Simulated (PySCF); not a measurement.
Compound: C5HNS.
Cartesian coordinates in Å at the PBE0-D3(BJ)/def2-SVP level; atoms count from 1:
```
atom  x, y, z in Å
C1    -1.491   -1.243   -0.235
C2    -0.602   -0.421   -0.169
C3     0.439    0.548   -0.089
C4     1.720    0.176   -0.250
S5     3.186   -0.256   -0.436
C6     0.156    1.927    0.164
N7    -0.074    3.045    0.369
H8    -2.283   -1.968   -0.294
```

Computed, not measured: MP2 and CCSD/aug-cc-pVDZ in PySCF, restricted Hartree–Fock reference, 11 core orbitals frozen, non-relativistic, gas phase, PBE0-D3(BJ)/def2-SVP geometry.

E(HF) = -641.79452 Eh.

(1) How large is the problem?

(2) What are the MP2 and CCSD correlation energies?

(3) What is the T1 diagnostic?

(4) How does correlation change the dipole moment?

Results:

(1) 174 basis functions and 54 electrons; 11 orbitals frozen, which leaves o = 16 correlated occupied and v = 147 virtual orbitals. That is o·v = 2352 singles and o·v(o·v + 1)/2 = 2767128 distinct closed-shell doubles amplitudes before symmetry; the costliest CCSD step grows as o²v⁴ = 1.2 × 10^11.

(2) MP2 -0.9389 Eh and CCSD -0.9562 Eh, which gives totals of -642.73345 and -642.75069 Eh. That is 0.813 eV for each correlated electron at CCSD (2510 kJ/mol in all, 0.149 % of the total energy); MP2 gives 98.2 % of the CCSD value.

(3) 0.0161, below the customary warning level of 0.02. It is the norm of the spatial-orbital singles amplitudes over the root of the number of correlated electrons, so the norm is 0.091.

(4) HF gives 4.29 D and CCSD (unrelaxed density) 4.12 D, a change of -0.17 D.

No triples correction and no basis-set extrapolation were made.

The job also held the EOM ionisation roots. The run took 9.8 min on Arm Neoverse V1, one thread, no GPU, shared host.
